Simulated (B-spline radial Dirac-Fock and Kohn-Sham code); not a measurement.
## Atomic SCF run for Pr²⁺

ΔSCF core binding energies without Breit or QED terms, calculated with a radial B-spline solver. Keys: rel is the Hamiltonian (dirac, or spin-free x2c and nr, where L3 and M5 stand for the whole 2p and 3d shells), method is hf or an exchange,correlation pair (spin-unpolarised, also for the hole states), nuc the nuclear model, radius_factor scales its radius, rmax is the box in bohr, h the logarithmic mesh step, order the B-spline order, points the quadrature points per cell, c_factor scales the speed of light, and damp, ndamp, maxit and tol steer the iteration. The run stops when the commutator error falls below 10·tol·max(1, Z/10), or the numerical noise floor, and the energy has settled to about 1e-8 Ha; the virial ratio is −V/T.

Input (task.json):

```json
{"items": [{"Z": 59, "q": 2, "cfg": [[1, 0, 2], [2, 0, 2], [2, 1, 6], [3, 0, 2], [3, 1, 6], [3, 2, 10], [4, 0, 2], [4, 1, 6], [4, 2, 10], [4, 3, 3], [5, 0, 2], [5, 1, 6]], "A": 141, "rrms": 4.8919, "do": "settings", "holes": ["K", "L3", "M5"],
  "settings": [{"rel": "dirac", "method": "hf", "nuc": "fermi", "radius_factor": 100.0, "rmax": 45.0, "h": 0.3, "order": 8, "points": 10, "c_factor": 1.0, "maxit": 68, "damp": 0.5, "ndamp": 3, "tol": 1e-08}]}]}
```

Command: `python xray2_run.py task.json out`

Ground-state iterations:

```
iter   energy (Ha)        error
   1    -8442.86064995  2.67e+00
   2    -8451.13185442  6.68e-01
   3    -8457.87966115  1.62e-01
   4    -8458.29138390  5.57e-02
   5    -8458.31788126  1.56e-02
   6    -8458.32271139  9.24e-03
   7    -8458.32380385  2.28e-03
   8    -8458.32387840  6.53e-04
   9    -8458.32388551  6.02e-05
  10    -8458.32388557  2.11e-06
  11    -8458.32388557  8.84e-08
```

The ground state converged in 11 iterations, with total energy -8458.32389 Ha, virial ratio 2.06551 and highest orbital energy -23.39 eV. ΔSCF binding energies: K (1s) 33379.3 eV, L3 (2p3/2) 6046.9 eV, M5 (3d5/2) 963.4 eV.

**Question.** One setting is unsound. Which, and why?

**Answer.** radius_factor inflates the nucleus far beyond its size, which weakens the binding of the inner electrons. With the default settings (Dirac Hartree-Fock): The ground state converged in 11 iterations, with total energy -9237.62366 Ha, virial ratio 1.92983 and highest orbital energy -21.27 eV. ΔSCF binding energies: K (1s) 42169.9 eV, L3 (2p3/2) 5993.2 eV, M5 (3d5/2) 947.9 eV.
